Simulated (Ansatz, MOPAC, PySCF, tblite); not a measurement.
Dissociation curve of CH (cation, charge +1), singlet.

Methods: GFN2-xTB, 300 K electronic temperature (tblite); UMP2/6-31G* = unrestricted MP2 (frozen core)/6-31G*, spherical d in PySCF; PM6, restricted, heats of formation (MOPAC); FCI = full CI/cc-pVTZ, frozen core in Ansatz (a quantum-chemistry and plane-wave program).

Energies relative to the lowest point of each curve near equilibrium, in eV; the last columns give the difference from FCI:

| R / Å | GFN2-xTB | UMP2/6-31G* | PM6 | FCI | GFN2-xTB − FCI | UMP2/6-31G* − FCI | PM6 − FCI |
|---|---|---|---|---|---|---|---|
| 0.85 | 2.138 | 1.995 | 0.858 | 1.985 | 0.153 | 0.010 | -1.127 |
| 0.92 | 1.111 | 0.923 | 0.427 | 0.954 | 0.157 | -0.032 | -0.528 |
| 0.97 | 0.652 | 0.457 | 0.216 | 0.498 | 0.153 | -0.041 | -0.282 |
| 1.03 | 0.304 | 0.137 | 0.061 | 0.173 | 0.131 | -0.035 | -0.112 |
| 1.07 | 0.161 | 0.033 | 0.011 | 0.058 | 0.103 | -0.024 | -0.046 |
| 1.10 | 0.088 | 0.000 | 0.000 | 0.013 | 0.075 | -0.013 | -0.013 |
| 1.14 | 0.029 | 0.004 | 0.016 | 0.000 | 0.029 | 0.004 | 0.016 |
| 1.18 | 0.003 | 0.053 | 0.066 | 0.029 | -0.026 | 0.024 | 0.037 |
| 1.20 | 0.000 | 0.091 | 0.102 | 0.056 | -0.056 | 0.034 | 0.046 |
| 1.28 | 0.039 | 0.310 | 0.312 | 0.232 | -0.194 | 0.077 | 0.080 |
| 1.35 | 0.120 | 0.561 | 0.567 | 0.447 | -0.327 | 0.115 | 0.120 |
| 1.43 | 0.247 | 0.885 | 0.916 | 0.731 | -0.483 | 0.154 | 0.186 |
| 1.55 | 0.480 | 1.393 | 1.513 | 1.188 | -0.707 | 0.205 | 0.326 |
| 1.70 | 0.804 | 2.191 | 2.302 | 1.749 | -0.945 | 0.441 | 0.552 |
| 1.89 | 1.217 | 2.853 | 3.253 | 2.383 | -1.165 | 0.471 | 0.870 |
| 2.06 | 1.559 | 3.106 | 3.996 | 2.851 | -1.292 | 0.255 | 1.145 |
| 2.32 | 1.985 | 3.258 | 4.896 | 3.386 | -1.401 | -0.128 | 1.510 |
| 2.51 | 2.212 | 3.333 | 5.386 | 3.655 | -1.444 | -0.322 | 1.730 |
| 2.82 | 2.445 | 3.415 | 5.946 | 3.928 | -1.484 | -0.513 | 2.018 |
| 3.06 | 2.536 | 3.453 | 6.229 | 4.042 | -1.505 | -0.589 | 2.187 |
| 3.44 | — | 3.485 | 6.507 | 4.127 | — | -0.642 | 2.380 |
| 4.00 | — | 3.501 | 6.713 | 4.166 | — | -0.665 | 2.547 |
| 4.52 | — | 3.505 | 6.808 | 4.175 | — | -0.670 | 2.633 |

GFN2-xTB is furthest from FCI at 3.06 (-1.505 eV, below); its mean absolute difference over the points is 0.592 eV.

UMP2/6-31G* is furthest from FCI at 4.52 (-0.670 eV, below); its mean absolute difference over the points is 0.238 eV.

PM6 is furthest from FCI at 4.52 (2.633 eV, above); its mean absolute difference over the points is 0.891 eV.

A dash means that the run gave no value there, or that the column was ended at a point which the program doubted or which failed a test of continuity chosen for this set; such a test can also cut sound points.

The unrestricted determinant behind UMP2/6-31G* is spin-contaminated at 0.85 to 4.52 Å (<S²> up to 1.1, against 0.00 for a pure singlet). The restricted form behind PM6 keeps the bonding electrons paired and can't separate into open-shell fragments.
